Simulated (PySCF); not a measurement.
Spinor energies of Xe(38+) (xenon, charge +38)

Start: [Ne] 3s2 3p4; 3p1/2 filled at m_j = -1/2, +1/2; 3p3/2 filled at m_j = +1/2, +3/2. Calculated with PySCF 2.14 in an uncontracted even-tempered set (19 s from 7.7 bohr⁻², ratio 2.4; 14 p from 10 bohr⁻², ratio 2.4; 4 d from 38 bohr⁻², ratio 2.6; 4 f from 57 bohr⁻², ratio 2.6): generalised Hartree-Fock with the X2C-1e Hamiltonian and a Gaussian nucleus; one run each with spin-orbit coupling (SO) switched off, then screened by Boettger's factors.

```
spinor shell  electrons  ε, spin-free (eV)  ε, screened SO (eV)  weight of nominal j (screened SO)  rms radius, screened SO (bohr)
       1s1/2          2           -36955.9             -36949.8                              1.000                          0.0305
       2s1/2          2            -7642.0              -7639.3                              1.000                           0.122
       2p1/2          2            -7083.8              -7316.9                              1.000                           0.105
       2p3/2          4            -7083.8              -6976.8                              1.000                           0.110
       3s1/2          2            -2926.1              -2925.1                              1.000                           0.297
       3p1/2          2            -2754.6              -2806.0                              0.995                           0.285
       3p3/2          2            -2754.6              -2729.3                              0.997                           0.293
```

| quantity | spin-free | screened SO |
| --- | --- | --- |
| E (hartree) | -6228.27368 | -6232.40294 |
| M_J | 2 | 2 |
| ⟨J²⟩ | 6.001 | 6.002 |
| ⟨L²⟩ | 2.000 | 3.124 |
| ⟨S²⟩ | 2.000 | 1.453 |

Each row is a mean over spinors that exchange with the open shell spreads, by up to 27.800 eV (3s1/2).

Breit and QED terms are absent; they matter most for the inner s and p1/2 levels.

Densities and radii are taken from the X2C orbitals without a picture-change correction, which distorts them close to the nucleus.

Without spin-orbit coupling the j labels of p, d and f shells carry no meaning; the spin-free column gives the mean over the occupied spinors of each nl shell.
